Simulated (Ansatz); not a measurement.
Stretching the Se4–H5 bond in H3InSe (SMILES [SeH][InH2]) (multiplicity 1 held, fragments rigid). Energies count from the point at 1.472 Å.
Geometry at that point (charge 0, multiplicity 1):
```xyz
5

In     0.223     0.018    -0.990
H     -1.022    -0.562    -2.020
H      1.781     0.621    -1.393
Se    -0.372    -0.043     1.471
H      0.926     0.514     1.884
```

Active spaces are followed from a long bond inwards. Curves can end on different states.

Frozen-core correlation. Filled d and f shells under p-block atoms count as core.

Codes used: Ansatz (a program for electronic structure) with Gaussian orbitals.  In def2 rows elements past Kr take small-core potentials, without spin–orbit coupling.

Give the energy at R = 4.709 Å at the level SC-NEVPT2 on CASSCF(4,3)/def2-TZVPP.

331 kJ/mol

What energy at R = 4.709 Å does CASSCF(4,3)/def2-TZVPP give?

299 kJ/mol

Doubts at one or more of the structures used: active orbitals that take no part (CASSCF(4,3)/def2-TZVPP, SC-NEVPT2 on CASSCF(4,3)/def2-TZVPP).
